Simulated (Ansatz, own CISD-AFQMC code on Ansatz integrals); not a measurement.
C3H6Si, SMILES `[SiH3]C1C=C1` (charge 0, multiplicity 1).

Z-matrix (Å, degrees):
```
C
H 1 1.0935
C 1 1.5226 2 116.37
C 3 1.2822 1 65.10 2 -103.30
H 4 1.0746 3 150.49 1 -179.79
H 3 1.0746 4 150.48 5 0.00
Si 1 1.8710 2 114.73 4 -151.97
H 7 1.4839 1 109.25 2 -180.00
H 7 1.4859 8 108.83 1 -121.59
H 7 1.4859 8 108.83 9 -116.82
```
Charge 0, spin multiplicity 1.

Frozen-core correlation energies in cc-pVDZ at a geometry from B3LYP-D3(BJ)/def2-TZVP, on an HF energy of -405.92223 Ha (<S^2> = 0.00). Wave-function levels are from Ansatz, the walk from an own CISD-AFQMC code on Ansatz integrals (time step 0.005/Ha, trial state from CCSD amplitudes, largest double 0.06).

```tsv
level	correlation energy (mHa)
MP2	-500.7
CCSD	-548.6
CCSD(T)	-568.6
```

Problem. What correlation energy does phaseless AFQMC give, and where does it lie among these levels?

Solution. -571.7 ± 0.4 mHa (one standard error). AFQMC minus each level: MP2 -71.0 mHa, CCSD -23.1 mHa, CCSD(T) -3.1 mHa.
